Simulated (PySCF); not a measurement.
## Structure elucidation problem

The spectra below were simulated for a compound C7H7F3O.

1H NMR (600 MHz, computed): δ 6.79 (qt, J = 3.2, 2.6 Hz, 1H), 6.57 (tq, J = 2.8, 2.0 Hz, 1H), 6.01 (ddt, J = 18.2, 11.4, 8.2 Hz, 1H), 5.54 (ddt, J = 11.4, 2.1, 1.3 Hz, 1H), 5.43 (dq, J = 18.2, 1.9 Hz, 1H), 3.18 (dtt, J = 8.2, 2.7, 1.5 Hz, 2H).

13C{1H} NMR (computed): δ 193.9 (C, q, J = 37.2 Hz), 155.2 (C), 148.8 (CH), 146.0 (CH2), 129.3 (CH2), 126.8 (C, q, J = 356.8 Hz), 39.6 (CH2).

How the numbers were obtained: B3LYP/pcSseg-2 with gauge-including orbitals, PBE0-D3(BJ)/def2-SVP structure, B3LYP/pcJ-1 coupling constants (spin–dipole term only in couplings to heteroatoms), in PySCF 2.14.0 with density-fitted response routines (non-relativistic, averaged over atoms made equivalent by symmetry, fast rotation or ring inversion, one conformer, no solvent).

References, each an isolated molecule treated in the same way: 1H (31.39 ppm) and 13C (179.19 ppm) against TMS.

Task: What is the structure?

Result: 
- The formula gives 3 degrees of unsaturation (no ring in the answer).
- 7 carbon signals for 7 carbons: no two carbons are equivalent.
- Carbon types of the structure: 3 × C, 1 × CH, 3 × CH2, which accounts for all hydrogens.
- δC 193.9: ketone carbonyl carbon; the double bond to the heteroatom, with no lone-pair donor beside it, deshields it most.
- δC 155.2: α carbon of a C=C–C=O unit; as expected for a trigonal carbon in a double bond.
- δC 148.8: alkene CH; as expected for a trigonal carbon in a double bond.
- δC 146.0: β carbon of a C=C–C=O unit; conjugation with the carbonyl draws π density from the β position.
- δC 129.3: terminal =CH2 carbon; the olefinic region.
- δC 126.8: CF3 carbon; 3 electronegative neighbours deshield it.
- δH 5.54, 5.43: hydrogen on a terminal =CH2 carbon; a vinylic proton, deshielded by the sp2 carbon and the C=C anisotropy.
- The protons at 5.43 and 6.01 share a coupling of 18.2 Hz (vicinal, trans across C=C).
- The protons at 5.54 and 6.01 share a coupling of 11.4 Hz (vicinal, cis across C=C).
- The protons at 6.01 and 3.18 share a coupling of 8.2 Hz (vicinal).

These data were computed for SMILES C=CCC(=C)C(=O)C(F)(F)F.

This is the structure that produced the data.

C–F couplings over four or more bonds (about 3 Hz to the para carbon of a fluoroarene) are left out. Common functionals overestimate the size of one-bond C–F couplings by tens of Hz; these are unscaled. Multiplet labels drop couplings under 1 Hz and merge nearly equal ones. Unscaled 3J(H,H) at this level run about 10 % above measured values. Shifts are as computed. Against solution values, carbons near 30 ppm lie about +3 ppm off and those near 130 ppm about +8 ppm. Of 1211 compounds with measured shifts, 218 miss one by over three times the rms of a fit or turn the order of signals round; such compounds aren't used in these exercises. Couplings across =CH–CH2 type bonds come from one rotamer and its mirror image, and can be 1–2 Hz further off.
